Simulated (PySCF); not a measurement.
# WOCl₄ at several levels of theory

All levels use the PBE0 minimum (singlet; W–Cl 2.300 Å (×4), W–O 1.668 Å; Cl–W–Cl 86.7° (×4), Cl–W–Cl 152.3° (×2), Cl–W–O 103.9° (×4)), basis [W def2-SVP with ECP60, O def2-SVP, Cl def2-SVP], scalar-relativistic core potentials, density fitting, no spin–orbit coupling, PySCF. For vertical energies the ionised species is a doublet (spins chosen at PBE0 and kept). Atomisation goes to high-spin ground-configuration atoms, without zero-point energy. Open shells are unrestricted, also as the reference of the correlated levels. A dash marks a value that was not computed or is not defined at that level.

```json
{"level": "PBE0", "atomisation (kJ/mol)": "?", "vertical IP (eV)": "?", "−ε(HOMO) (eV)": "?", "gap (eV)": "?", "dipole (D)": "?"}
{"level": "HF", "atomisation (kJ/mol)": "?", "vertical IP (eV)": "?", "−ε(HOMO) (eV)": "?", "gap (eV)": "?", "dipole (D)": "?"}
{"level": "MP2", "atomisation (kJ/mol)": "–", "vertical IP (eV)": "10.66", "−ε(HOMO) (eV)": "–", "gap (eV)": "–", "dipole (D)": "–"}
{"level": "PBE", "atomisation (kJ/mol)": "2398", "vertical IP (eV)": "10.35", "−ε(HOMO) (eV)": "7.59", "gap (eV)": "2.05", "dipole (D)": "0.58"}
{"level": "r2SCAN", "atomisation (kJ/mol)": "–", "vertical IP (eV)": "10.73", "−ε(HOMO) (eV)": "8.05", "gap (eV)": "2.31", "dipole (D)": "0.54"}
```

(1) Fill in the row of PBE0.

(2) Fill in the row of HF.

Answers

(1) atomisation (kJ/mol) 2207, vertical IP (eV) 10.97, −ε(HOMO) (eV) 9.01, gap (eV) 3.90, dipole (D) 0.59.

(2) atomisation (kJ/mol) 1200, vertical IP (eV) 11.62, −ε(HOMO) (eV) 12.23, gap (eV) 10.24, dipole (D) 0.72.

Spin–orbit coupling, left out here, can matter for elements this heavy.
